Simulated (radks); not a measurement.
Results of a calculation; reference values are marked as such.
Q: All-electron atom: Se V in [Ar] 3d(3/2: 3, 5/2: 6) 4s2 4p(1/2: 1, 3/2: 0) (not the ground configuration). Level of theory: Dirac Kohn-Sham, BLYP, spin-unpolarised, spherical densities, finite nucleus; Fermi nuclear charge, rms radius 4.14 fm (a radial shooting solver on a logarithmic mesh with Libxc functionals). Some entries of the table are withheld. Estimate them.

| orbital | occ. | eigenvalue (eV) | <1/r> (bohr^-1) |
|---|---|---|---|
| 1s1/2 | 2 | -12572.49 | 34.56 |
| 2s1/2 | 2 | -1676.033 | 7.685 |
| 2p1/2 | 2 | -1510.993 | (1) |
| 2p3/2 | 4 | -1469.200 | (2) |
| 3s1/2 | 2 | -278.1510 | 2.524 |
| 3p1/2 | 2 | (3) | 2.409 |
| 3p3/2 | 4 | (4) | 2.353 |
| 3d3/2 | 3 | -117.8937 | 2.103 |
| 3d5/2 | 6 | -116.9363 | 2.088 |
| 4s1/2 | 2 | -65.7682 | 0.8703 |
| 4p1/2 | 1 | -51.9217 | 0.7739 |
| 4p3/2 | 0 | -51.1685 | 0.7620 |

A: 
(1) 2p1/2 <1/r> (bohr^-1): 7.652
(2) 2p3/2 <1/r> (bohr^-1): 7.415
(3) 3p1/2 eigenvalue (eV): -221.5819
(4) 3p3/2 eigenvalue (eV): -215.5343
